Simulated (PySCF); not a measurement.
C₃H₅BO₂, singlet, geometry from GFN2-xTB; CASSCF(8,6)/6-31G (PySCF).

The PySCF input:
```python
from pyscf import gto, scf, mcscf
import numpy

mol = gto.Mole()
mol.atom = '''
    B    -0.072781    0.025068    0.218273
    C     0.468481    1.460344    0.332550
    C     0.870752    2.583401    0.478002
    H     1.230866    3.566223    0.582199
    O    -0.716547   -0.584898    1.258557
    H    -0.803838   -0.060541    2.051445
    O     0.113398   -0.610021   -0.951961
    C    -0.327608   -1.924264   -1.200627
    H    -1.025429   -1.902214   -2.041044
    H     0.538075   -2.533981   -1.469811
    H    -0.820322   -2.352351   -0.326473
'''
mol.basis = '6-31g'
mol.charge = 0
mol.spin = 0
mol.verbose = 4
mol.build()

mf = scf.RHF(mol)
mf.kernel()
mc = mcscf.CASSCF(mf, 6, 8)
mc.fix_spin_(ss=0.0)
mc.kernel()
occ = numpy.linalg.eigvalsh(mc.fcisolver.make_rdm1(mc.ci, mc.ncas, mc.nelecas))[::-1]
ss = mc.fcisolver.spin_square(mc.ci, mc.ncas, mc.nelecas)[0]
print('natural occupations', occ.round(4), ' <S^2>', round(ss, 4))
```

Write the output that PySCF gives for this input, abridged.


```
PySCF version 2.14.0

[INPUT] verbose = 4
[INPUT] num. atoms = 11
[INPUT] num. electrons = 44
[INPUT] charge = 0
[INPUT] spin (= nelec alpha-beta = 2S) = 0
[INPUT] symmetry False subgroup None
[INPUT] Mole.unit = angstrom
[INPUT] Symbol           X                Y                Z      unit          X                Y                Z       unit  Magmom
[...]
nuclear repulsion = 199.375041232978
number of shells = 40
number of NR pGTOs = 152
number of NR cGTOs = 64
basis = 6-31g
ecp = {}

******** <class 'pyscf.scf.hf.RHF'> ********
method = RHF
initial guess = minao
damping factor = 0
level_shift factor = 0
DIIS = <class 'pyscf.scf.diis.CDIIS'>
diis_start_cycle = 1
diis_space = 8
diis_damp = 0
SCF conv_tol = 1e-09
SCF conv_tol_grad = None
SCF max_cycles = 50
direct_scf = True
direct_scf_tol = 1e-13
Set gradient conv threshold to 3.16228e-05
Initial guess from minao.
init E= -292.016898444048
[...]
cycle= 1 E= -290.748906554591  delta_E= 1.27  |g|= 0.62  |ddm|= 3.15
[...]
cycle= 2 E= -290.83172417748  delta_E= -0.0828  |g|= 0.327  |ddm|= 0.953
[...]
cycle= 3 E= -290.851889410749  delta_E= -0.0202  |g|= 0.0574  |ddm|= 0.279
[...]
cycle= 4 E= -290.852937102615  delta_E= -0.00105  |g|= 0.0101  |ddm|= 0.121
[...]
cycle= 5 E= -290.852971566541  delta_E= -3.45e-05  |g|= 0.00396  |ddm|= 0.0204
[...]
cycle= 6 E= -290.852977944077  delta_E= -6.38e-06  |g|= 0.00174  |ddm|= 0.00591
[...]
cycle= 7 E= -290.85297971766  delta_E= -1.77e-06  |g|= 0.00074  |ddm|= 0.00317
[...]
cycle= 8 E= -290.852980554591  delta_E= -8.37e-07  |g|= 0.00039  |ddm|= 0.00188
[...]
cycle= 9 E= -290.852980829615  delta_E= -2.75e-07  |g|= 0.000189  |ddm|= 0.00123
[...]
cycle= 10 E= -290.852980872509  delta_E= -4.29e-08  |g|= 5.86e-05  |ddm|= 0.000561
[...]
cycle= 11 E= -290.852980876271  delta_E= -3.76e-09  |g|= 1.19e-05  |ddm|= 0.000213
[...]
cycle= 12 E= -290.852980876382  delta_E= -1.11e-10  |g|= 2.96e-06  |ddm|= 3.49e-05
[...]
Extra cycle  E= -290.852980876387  delta_E= -4.66e-12  |g|= 1.34e-06  |ddm|= 6.28e-06
converged SCF energy = -290.852980876387

******** <class 'pyscf.mcscf.mc1step.CASSCF'> ********
CAS (4e+4e, 6o), ncore = 18, nvir = 40
max_cycle_macro = 50
max_cycle_micro = 4
conv_tol = 1e-07
conv_tol_grad = None
orbital rotation max_stepsize = 0.02
orbital rotation threshold for CI restart = 0.01
augmented hessian ah_max_cycle = 30
augmented hessian ah_conv_tol = 1e-12
augmented hessian ah_linear dependence = 1e-14
augmented hessian ah_level shift = 1e-08
[...]
CASCI E = -290.873413897474  S^2 = 0.0000000
[...]
macro iter  29 (  7 JK    2 micro), CASSCF E = -290.927917268453  dE = -1.08056623e-04  S^2 = 0.0000000
               |grad[o]|=0.000748  |grad[c]|=0.00234  |ddm|=0.000682  |maxRot[o]|=0.0699
macro iter  30 (  7 JK    2 micro), CASSCF E = -290.928040080947  dE = -1.22812493e-04  S^2 = 0.0000000
               |grad[o]|=0.000871  |grad[c]|=0.0024  |ddm|=0.000698  |maxRot[o]|=0.0699
macro iter  31 (  7 JK    2 micro), CASSCF E = -290.928173297043  dE = -1.33216096e-04  S^2 = 0.0000000
               |grad[o]|=0.000973  |grad[c]|=0.0022  |ddm|=0.000704  |maxRot[o]|=0.0699
macro iter  32 (  7 JK    2 micro), CASSCF E = -290.928310349856  dE = -1.37052813e-04  S^2 = 0.0000000
               |grad[o]|=0.00104  |grad[c]|=0.00172  |ddm|=0.00069  |maxRot[o]|=0.0699
macro iter  33 (  7 JK    2 micro), CASSCF E = -290.928443858889  dE = -1.33509033e-04  S^2 = 0.0000000
               |grad[o]|=0.00106  |grad[c]|=0.00103  |ddm|=0.000659  |maxRot[o]|=0.0699
macro iter  34 (  7 JK    2 micro), CASSCF E = -290.928566064273  dE = -1.22205384e-04  S^2 = 0.0000000
               |grad[o]|=0.00104  |grad[c]|=0.000355  |ddm|=0.000604  |maxRot[o]|=0.0699
macro iter  35 (  7 JK    2 micro), CASSCF E = -290.928669711548  dE = -1.03647275e-04  S^2 = 0.0000000
               |grad[o]|=0.000952  |grad[c]|=0.000908  |ddm|=0.000526  |maxRot[o]|=0.0699
macro iter  36 (  7 JK    2 micro), CASSCF E = -290.928748526488  dE = -7.88149407e-05  S^2 = 0.0000000
               |grad[o]|=0.000809  |grad[c]|=0.00175  |ddm|=0.000442  |maxRot[o]|=0.0699
macro iter  37 (  7 JK    2 micro), CASSCF E = -290.928797455387  dE = -4.89288988e-05  S^2 = 0.0000000
               |grad[o]|=0.000605  |grad[c]|=0.00244  |ddm|=0.000319  |maxRot[o]|=0.0699
macro iter  38 (  5 JK    1 micro), CASSCF E = -290.928812545135  dE = -1.50897482e-05  S^2 = 0.0000000
               |grad[o]|=0.00034  |grad[c]|=0.00219  |ddm|=0.000133  |maxRot[o]|=0.0599
macro iter  39 (  3 JK    1 micro), CASSCF E = -290.928812603963  dE = -5.88278795e-08  S^2 = 0.0000000
               |grad[o]|=5.69e-05  |grad[c]|=4.44e-05  |ddm|=3.26e-05  |maxRot[o]|=0.00331
1-step CASSCF converged in  39 macro (416 JK 100 micro) steps
CASSCF canonicalization
Density matrix diagonal elements [1.99723154 1.99626268 1.93817789 1.93571902 0.06637792 0.06623095]
CASSCF energy = -290.928812603963
CASCI E = -290.928812603963  E(CI) = -16.0271979196297  S^2 = 0.0000000
natural occupations [1.9986 1.9972 1.9359 1.9358 0.0663 0.0661]  <S^2> 0.0
```
